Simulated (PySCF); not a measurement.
Predicted microwave data (PBE0/pcSseg-1 in PySCF (dipole) on a GFN2-xTB geometry, gas phase) for one isomer of C4H12O2Si3:

```
Rotational constants : A = 1267, B = 725.7, C = 589.0 MHz
Dipole components    : |μa| = 1.42 D, |μb| = 1.40 D, |μc| = 0.38 D
Inertial defect      : -237.10 u·Å²
κ                    : -0.60
```

Task: Which candidate fits, each taken in the one conformer that was computed?
A. `[CH2:1]=[C:2]([SiH2:3][CH:4]([SiH3:5])[SiH3:6])[C:7](=[O:8])[OH:9]` with C1–C2–Si3–C4 97°, C2–Si3–C4–Si5 73°, C1–C2–C7–O8 -163°, C2–C7–O9–H 179°
B. `[SiH3:1][O:2][Si@@H:3]1[O:4][SiH2:5][C@@H:6]1[CH:7]1[CH2:8][CH2:9]1` with Si1–O2–Si3–O4 59°, Si5–C6–C7–C8 101°
C. `[CH3:1][C:2](=[O:3])[SiH2:4][C:5]([SiH3:6])([SiH3:7])[CH:8]=[O:9]` with C1–C2–Si4–C5 146°, C2–Si4–C5–Si6 40°, Si4–C5–C8–O9 7°
D. `[CH3:1][C@@H:2]([SiH3:3])[O:4][Si@H:5]([OH:6])[C:7]#[C:8][SiH3:9]` with C1–C2–O4–Si5 117°, C2–O4–Si5–O6 176°, O4–Si5–O6–H -36°

Result: A. It is C=C([SiH2]C([SiH3])[SiH3])C(=O)O, an asymmetric top, point group C1. The candidates at the same level (rigid rotor, commonest isotopes):

| SMILES | A (MHz) | B (MHz) | C (MHz) | μa (D) | μb (D) | μc (D) | Δ (u·Å²) | point group | rotor |
| --- | --- | --- | --- | --- | --- | --- | --- | --- | --- |
| CC(=O)[SiH2]C([SiH3])([SiH3])C=O | 1567 | 781.0 | 683.8 | 0.32 | 1.46 | 1.02 | -230.51 | C1 | asymmetric top |
| [SiH3]O[Si@@H]1O[SiH2][C@@H]1C1CC1 | 1100 | 906.9 | 601.5 | 1.55 | 1.31 | 0.41 | -176.35 | C1 | asymmetric top |
| C[C@@H]([SiH3])O[Si@H](O)C#C[SiH3] | 1054 | 541.6 | 401.0 | 0.00 | 1.73 | 0.03 | -152.20 | C1 | asymmetric top |
| C=C([SiH2]C([SiH3])[SiH3])C(=O)O | 1267 | 725.7 | 589.0 | 1.42 | 1.40 | 0.38 | -237.10 | C1 | asymmetric top |

`[SiH3]O[Si@@H]1O[SiH2][C@@H]1C1CC1` has B 25 % too high; `CC(=O)[SiH2]C([SiH3])([SiH3])C=O` has A 24 % too high; `C[C@@H]([SiH3])O[Si@H](O)C#C[SiH3]` has C 32 % too low. No structure here is proved a minimum.
